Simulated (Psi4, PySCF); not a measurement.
Approach curve of the dimer H4Si ··· BCl3 (SMILES [SiH4] and ClB(Cl)Cl), singlet. Monomers: optimised at B3LYP-D3(BJ) (def2-TZVP), held rigid. Orientation: a random orientation, not optimised. R is the distance of the centres of mass, along which the second monomer moves.

Geometry at R = 4.60 Å (first 5 atoms: monomer A):
```
9

Si     0.0000     0.0000     0.0000
H     -0.2279    -1.0576    -1.0104
H     -0.7218     1.2288    -0.4004
H      1.4490     0.2877     0.0950
H     -0.4993    -0.4589     1.3159
Cl     2.6475    -2.7922    -0.4554
B      1.8700    -4.1965     0.2297
Cl     2.7294    -5.7127     0.3193
Cl     0.2332    -4.0845     0.8249
```

- HF/aug-cc-pVDZ, counterpoise-corrected (Psi4)
- PBE/def2-TZVP, counterpoise-corrected (Psi4)
- RKS-B3LYP/6-31G* = restricted B3LYP/6-31G*, spherical d, no counterpoise correction (PySCF)
- SAPT0/jun-cc-pVDZ, frozen core (Psi4)

Interaction energies in kcal/mol:

```tsv
R / Å	HF/aug-cc-pVDZ	PBE/def2-TZVP	RKS-B3LYP/6-31G*
3.97	8.13	4.22	5.81
4.22	3.88	1.55	2.53
4.39	2.31	0.64	1.39
4.60	1.18	0.06	0.63
4.83	0.55	-0.20	0.23
4.97	0.33	-0.26	0.11
5.32	0.08	-0.26	-0.01
5.57	0.02	-0.22	-0.03
6.08	-0.01	-0.12	-0.03
6.78	-0.01	-0.04	-0.01
7.78	-0.01	-0.01	0.00
9.12	0.00	0.00	0.00
```

Problem. Estimate the SAPT0/jun-cc-pVDZ values at these points.

Solution. 3.97: 4.48; 4.22: 1.44; 4.39: 0.43; 4.60: -0.18; 4.83: -0.42; 4.97: -0.46; 5.32: -0.41; 5.57: -0.34; 6.08: -0.21; 6.78: -0.11; 7.78: -0.04; 9.12: -0.02 (kcal/mol).
